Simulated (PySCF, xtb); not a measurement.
H2Sb, SMILES [SbH2] (connectivity only; charge and spin as stated), charge +1, multiplicity 1.

Harmonic wavenumbers (cm⁻¹) from GFN2-xTB (xtb) at its own minimum, in rising order: 783, 1608, 1643.

Question: What does B3LYP-D3(BJ)/def2-TZVPD (PySCF) give at its own minimum? (Estimate from the structure and the level; the computed values follow.)

Answer: 855, 1975, 1982. Paired by order, the mean absolute difference is 259 cm⁻¹ and the zero-point energies are 5.8 and 6.9 kcal/mol.
